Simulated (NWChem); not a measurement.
MoO₂BrF; SMILES [F][Mo]([Br])(=[O])=[O]

```xyz
5

Mo     0.0314     0.6135     0.0000
O      0.8840     1.1267    -1.3288
O      0.8840     1.1267     1.3288
F     -1.6503     1.3528     0.0000
Br    -0.0452    -1.7879     0.0000
```
Atoms are numbered in this order, from 1.

Level: PBE0/def2-SVP with def2 effective core potentials on Mo (NWChem), optimised geometry, unscaled harmonic frequencies. This build's default masses of Se (78.918 u) and Br (79.917 u) are each other's, which moves their modes by up to 0.6 %. def2 effective core potentials on Mo; no spin-orbit coupling.

```
frequency (cm⁻¹)  IR intensity (km/mol)
----------------  ---------------------
135                                 2.2
175                                 3.4
226                                 1.6
240                                 5.1
323                                36.6
395                                18.7
729                               121.5
1061                              190.5
1090                              117.7
```

```yaml
zero_point_energy: 6.2 kcal/mol
thermal correction to the enthalpy at 298.15 K (with zero-point energy): 10.6 kcal/mol
heat capacity Cv: 17.8 cal/(mol K)
entropy at 298.15 K and 1 atm (symmetry number 1): 82.3 cal/(mol K)
```

Rigid rotor and harmonic oscillator.
